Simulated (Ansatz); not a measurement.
Sn(OAc)Me3 (C5H12O2Sn), relaxed as a singlet with RKS r2SCAN-D4/def2-SVP in Ansatz, starting from the GFN2-xTB geometry. Force threshold 0.02 eV/Å.

In the def2 sets Sn takes a core potential; there is no spin–orbit coupling.

Start:

```csv
atom,x (Å),y (Å),z (Å)
Sn1,0.6947,0.0169,0.7199
O2,-0.6891,0.7960,-0.7383
C3,-1.3023,-0.1654,-1.3368
C4,-2.2949,0.2786,-2.3825
O5,-1.0943,-1.3360,-1.0812
H6,-2.7837,-0.5851,-2.8217
H7,-1.7708,0.8432,-3.1494
H8,-3.0289,0.9333,-1.9201
C9,2.1495,-1.1439,-0.4631
H10,1.6756,-2.0625,-0.7885
H11,3.0205,-1.3664,0.1428
H12,2.4453,-0.5613,-1.3296
C13,-0.5760,-1.0378,2.1808
H14,-0.0034,-1.2655,3.0728
H15,-0.9352,-1.9524,1.7236
H16,-1.4191,-0.4052,2.4383
C17,1.3929,2.0045,1.3565
H18,0.5477,2.5945,1.6934
H19,1.8630,2.5084,0.5189
H20,2.1085,1.9061,2.1641
```

**Question.** Estimate the energy that the relaxation releases and the steps that it takes.

**Answer.** 4.1 kcal/mol, in 15 steps; 94 s on 4 threads of Intel Xeon on a shared host. The force fell under the threshold at step 7, but the optimiser went on. No frequencies were taken in this run, so the end may be a saddle point.

**Question.** Does the start keep its bonding and symmetry?

**Answer.** By distances, no bond broke or formed. The bond that changes most is Sn1–C9, from 2.21 to 2.15 Å (atoms count from 1).

**Question.** Predict the relaxed structure.

**Answer.** 
```xyz
20

Sn    0.624    0.015    0.645
O    -0.694    0.885   -0.754
C    -1.300   -0.119   -1.339
C    -2.302    0.270   -2.393
O    -1.057   -1.286   -1.035
H    -2.771   -0.621   -2.826
H    -1.799    0.854   -3.179
H    -3.066    0.927   -1.950
C     2.102   -1.102   -0.439
H     1.738   -2.124   -0.608
H     3.054   -1.123    0.112
H     2.265   -0.616   -1.412
C    -0.554   -0.993    2.129
H    -0.035   -0.997    3.099
H    -0.756   -2.021    1.802
H    -1.509   -0.460    2.241
C     1.413    1.881    1.381
H     0.600    2.493    1.799
H     1.887    2.437    0.559
H     2.162    1.701    2.167
```
Bond lengths: 3 × C–Sn 2.15 to 2.16 Å; 2 × C–O 1.23 to 1.31 Å; 1 × O–Sn 2.11 Å; 1 × C–C 1.51 Å; 12 × C–H 1.10 Å.
